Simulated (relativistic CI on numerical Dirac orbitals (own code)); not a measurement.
# Hyperfine structure of Yb³³⁺, mass number 171

Computed by Dirac-Coulomb-Breit CI, orbitals from a KLI potential per configuration, model QED, unscaled Slater integrals (own radial code, finite nucleus).

Configurations in the expansion (outside the closed core [Ar] 3d10): 4s2 4p6 4d, 4s2 4p6 4f, 4s2 4p5 4d2, 4s 4p6 4d2, 4s2 4p5 4d 4f, 4s 4p6 4d 4f, 4s2 4p6 5s, 4s2 4p6 5p, 4s2 4p6 5d, 4p6 4d3, 4p5 4d4, 4p5 4d3 4f, 4s 4p6 4f2, 4s 4p5 4f3, 4p6 4f3. Double excitations out of closed p, d and f shells are left out; levels of such configurations are missing from the list, as are those of other unlisted configurations, and high levels can miss mixing partners.

Nuclear spin I = 1/2, μ = 0.4923 μN (tables of Stone and Pyykkö). The electronic factors are computed for point nuclear moments, without core polarisation or the Bohr-Weisskopf and QED corrections.

```tsv
Level	E (eV)	A (MHz)
4s2 4p6 4d 2D_3/2	0.000	20860
4s2 4p6 4d 2D_5/2	13.983	8474
4s2 4p5 4d2 4D°_1/2	137.533	3954
4s2 4p5 4d2 4D°_3/2	137.752	25070
4s2 4p5 4d2 4G°_9/2	152.243	22000
4s2 4p5 4d2 4G°_11/2	155.828	20680
```

Levels with J = 0, under 50 % of one LS term, or S terms without an open s electron are left out. Small factors come from cancelling terms and can be off by tens of per cent or more.

At this charge energies of transitions that change n are usually good to better than 1 %, and those within a shell (Δn = 0) to a few per cent.

Give the hyperfine levels of 4s2 4p6 4d 2D_3/2 relative to its centre of gravity.

With K = F(F + 1) − I(I + 1) − J(J + 1), E = AK/2: F = 1: -26070, F = 2: 15640 MHz.

LS names give the leading component of a level, which can be under half, so a name can repeat, a term be missing and a line seem to break the LS rules.
